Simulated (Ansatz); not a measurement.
Ansatz (an electronic-structure program) input (r2SCAN0/def2-TZVPD):

Ansatz 0.2 input:
```yaml
crystal:
  periodic: [false, false, false]
  atoms:
    - {symbol: C, position_ang: [2.09548771, -0.18265881, 0.48171161]}
    - {symbol: Si, position_ang: [0.67533172, 0.85883954, -0.16490657]}
    - {symbol: B, position_ang: [-1.08027586, -0.36737879, -0.10901272]}
    - {symbol: O, position_ang: [-1.39708061, -0.32401595, -1.34376337]}
    - {symbol: O, position_ang: [-1.45805606, -0.90461410, 1.08214645]}
    - {symbol: H, position_ang: [2.28518908, -1.03097132, -0.17715683]}
    - {symbol: H, position_ang: [3.00516047, 0.42181210, 0.52985886]}
    - {symbol: H, position_ang: [1.87689754, -0.56131989, 1.48042577]}
    - {symbol: H, position_ang: [0.93512936, 1.35875935, -1.52728158]}
    - {symbol: H, position_ang: [0.36508224, 2.00020839, 0.73483324]}
    - {symbol: H, position_ang: [-2.25255619, -1.45035507, 1.01574203]}
basis:
  gaussian:
    orbitals: def2-TZVPD
hamiltonian:
  xc: {name: r2SCAN0}
magnetization: {spin_polarized: true, initial_magnetization: 1}
output: {forces: true}
```

End of the output:

```
integrals: 0.19 GiB planned
1309 factors; their error is unknown
0.41 GiB of the device are held for the grids
1.41 GiB of device memory are held for the factors and their scratch space
mean field: 1.69 GiB planned
mean field evaluation 1: about -13771.0201 eV, gradient 5.4e1 eV
mean field evaluation 2: about -13754.3727 eV, gradient 8.3e1 eV
mean field evaluation 4: about -13781.8694 eV, gradient 5.2e0 eV
mean field evaluation 8: about -13781.9962 eV, gradient 1.7e-1 eV
mean field evaluation 16: about -13782.0058 eV, gradient 1.5e-3 eV
mean field -13782.00580524 eV, -506.4793715634 hartree, gradient 2.4e-5 eV, S^2 0.761411; 0 other end points of the search recorded, 0 dependent functions left out
the calculation of the forces begins
reference -13782.00582570 eV, -506.4793723152 hartree; 24, 23 occupied and 227, 228 virtual orbitals, 1309 factors
Total energy: -13782.00582570 eV, -506.4793723152 hartree
Atom 0 at     2.095488    -0.182659     0.481712 Å, force    -0.057627     0.050546    -0.025252 eV/Å
Atom 1 at     0.675332     0.858840    -0.164907 Å, force     0.051613    -0.148675     0.006926 eV/Å
Atom 2 at    -1.080276    -0.367379    -0.109013 Å, force    -0.113032    -0.100478     0.086298 eV/Å
Atom 3 at    -1.397081    -0.324016    -1.343763 Å, force     0.133322     0.028546     0.302501 eV/Å
Atom 4 at    -1.458056    -0.904614     1.082146 Å, force    -0.207268    -0.069033    -0.328301 eV/Å
Atom 5 at     2.285189    -1.030971    -0.177157 Å, force    -0.024105     0.097775     0.069648 eV/Å
Atom 6 at     3.005160     0.421812     0.529859 Å, force    -0.109808    -0.070826    -0.005625 eV/Å
Atom 7 at     1.876898    -0.561320     1.480426 Å, force     0.023054     0.044817    -0.107945 eV/Å
Atom 8 at     0.935129     1.358759    -1.527282 Å, force    -0.007360    -0.009670     0.025639 eV/Å
Atom 9 at     0.365082     2.000208     0.734833 Å, force     0.005307    -0.037660    -0.020385 eV/Å
Atom 10 at    -2.252556    -1.450355     1.015742 Å, force     0.305903     0.214657    -0.003504 eV/Å
Dipole moment:     0.188164    -0.136636     0.358736 e Å
```

It need not be the lowest isomer of its formula.
